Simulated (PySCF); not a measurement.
## Relaxation of doublet ScH₂

These are results of UPBE0 in PySCF with Sc def2-TZVP, H def2-TZVP; no relativity; density-fitted integrals, not measurements. A (50,194) grid was used.

A hand-made linear start, of D∞h symmetry, held to at least that symmetry:

Coordinates in bohr (charge 0 multiplicity 2):
```
Sc    0.0000    0.0000    0.0000
H     0.0000    0.0000    3.4015
H     0.0000    0.0000   -3.4015
```

Optimiser trace:
```
step  E − E(last) (kJ/mol)  largest gradient (Eh/bohr)
   0                 11.18                     0.02020
   1                  4.88                     0.01273
   2                  0.20                     0.00238
   3                  0.00                     0.00034
   4                  0.00                     0.00001
```

It ends at D∞h with Sc–H 1.920 Å (×2); H–Sc–H 180.0°. A frequency run shows 2 imaginary modes, down to 434i cm⁻¹, so it is a higher-order saddle point.

Final geometry:
Coordinates in bohr (charge 0 multiplicity 2):
```
Sc    0.0000    0.0000    0.0000
H     0.0000    0.0000    3.6283
H     0.0000    0.0000   -3.6283
```

With open d or f shells other occupations or spin states may lie lower.

The relaxation took roughly 11 core-seconds on a shared host.
